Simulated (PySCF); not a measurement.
SMILES C[C](C)(C)[Mg][O][SiH3] (C4H12MgOSi) (GFN2-xTB optimised geometry):

```
19

Mg    -0.483    -1.124     0.000
C     -1.413     0.755     0.000
C     -0.943     1.480    -1.248
C     -2.926     0.612     0.010
C     -0.927     1.487     1.237
H     -1.308     2.512    -1.248
H     -1.310     0.990    -2.153
H      0.148     1.504    -1.281
H     -3.281     0.079    -0.872
H     -3.270     0.084     0.900
H     -3.390     1.604     0.010
H     -1.282     1.002     2.150
H      0.165     1.509     1.256
H     -1.291     2.519     1.237
O      1.307    -1.124     0.000
Si     2.900    -1.129     0.000
H      3.390    -0.509    -1.247
H      3.386    -2.519     0.091
H      3.390    -0.353     1.156
```

Calculation: B3LYP/def2-SVP (PySCF).

### Question
What are the frontier orbital energies and the dipole moment?

### Answer
HOMO-2 -7.31 eV, HOMO-1 -7.30 eV, HOMO -5.83 eV, LUMO -2.37 eV, LUMO+1 -0.23 eV; dipole moment 4.00 D.

On the same geometry PBE/def2-SVP (PySCF) gives HOMO-2 -6.09 eV, HOMO-1 -6.09 eV, HOMO -5.03 eV, LUMO -2.76 eV, LUMO+1 -0.67 eV; dipole moment 3.83 D.

Meta-Löwdin charges at B3LYP/def2-SVP: Mg1 1.22, C2 -0.29, C3 -0.29, C4 -0.28, C5 -0.29, H6 0.08, H7 0.08, H8 0.09, H9 0.08, H10 0.08, H11 0.07, H12 0.08, H13 0.09, H14 0.08, O15 -1.10, Si16 0.78, H17 -0.15, H18 -0.16, H19 -0.15.
